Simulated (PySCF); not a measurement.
Vertical excitations of a molecule C2H6FInO from PySCF with TDA-PBE/def2-SVPD, as energy in eV (oscillator strength): 4.69 (0.016), 5.15 (0.124), 5.29 (0.007), 5.57 (0.006), 5.66 (0.018), 5.84 (0.146), 6.25 (0.001), 6.28 (0.065), 6.42 (0.005), 6.50 (0.037). Lowest triplet (TDA): 4.07 eV. Coordinates come from a B3LYP-D3(BJ)/def2-SVP optimisation. The def2 effective core potentials stand for the cores of In; spin–orbit coupling is left out. Other conformers were not sampled.

Which molecule gave these data?
(A) CC[O][InH][F]
(B) C[CH2][In]([OH])[F]
(C) C[O][In]([CH3])[F]

B, C[CH2][In]([OH])[F]
